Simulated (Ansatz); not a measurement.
Born–Oppenheimer molecular dynamics of ClFGe₂H₄ (8 atoms, charge 0, multiplicity 1). It starts from a relaxed structure.

These are results of Ansatz, RHF/def2-SVP, not measurements.

```yaml
ensemble: NVE (velocity Verlet)
time_step: 0.5 fs
steps_asked: 250
starting_velocities_drawn_for: 1000 K
seed: 139423
```

First frame:

```xyz
8
Properties=species:S:1:pos:R:3
Ge -0.017 0.061 0.014
Ge 0.001 -0.005 2.461
H -1.429 -0.209 2.967
H 0.897 -1.162 2.902
H 0.554 1.327 2.975
Cl 2.011 0.223 -0.721
H -0.849 1.120 -0.701
F -0.595 -1.461 -0.561
```

Q: How far do the bonds stretch over the last three quarters of this one trajectory? (Pairs bonded in most of those frames.)

A: 
```
   bond  mean (Å)  spread (Å)  shortest  longest
Ge1–Ge2     2.484       0.026      2.44     2.52
Ge1–Cl6     2.166       0.029      2.12     2.21
 Ge1–H7     1.548       0.077      1.43     1.65
 Ge1–F8     1.734       0.040      1.68     1.79
 Ge2–H3     1.533       0.038      1.48     1.59
 Ge2–H4     1.548       0.082      1.42     1.66
 Ge2–H5     1.556       0.094      1.41     1.68
```

Mean temperature of the second half: 435 K. The conserved energy stayed within 0.71 meV per atom of its start (net change 0.36 meV per atom), so the integration is sound. Over the second half the temperature averaged 0.44 of the 1000 K drawn at the start: a run that starts near a minimum puts about half its kinetic energy into the potential. A run of 0.12 ps of so small a system gives no equilibrium averages.

The run took 9.2 min on 2 threads of Arm Neoverse V1, with other jobs on the host, peak memory 0.29 GiB.
